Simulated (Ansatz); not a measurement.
Harmonic frequencies (cm⁻¹) at PBE0-D4/def2-TZVP from Ansatz: 89, 124, 142, 164, 290, 469, 546, 623, 633, 726, 818, 847, 862, 880, 1063, 1261, 1269, 1385, 1447, 1459, 1788, 2174, 2186, 3033, 3068, 3155, 3180.

Each molecule was computed in one conformer, which needn't be the lowest.

Task: Which molecule is it?
A. `[CH3][GeH2][O]C=O`
B. `[OH][GeH2][NH]CF`
C. `CC(=O)[O][GeH3]`
D. `C[O][Ge][O]C`

Result: A.
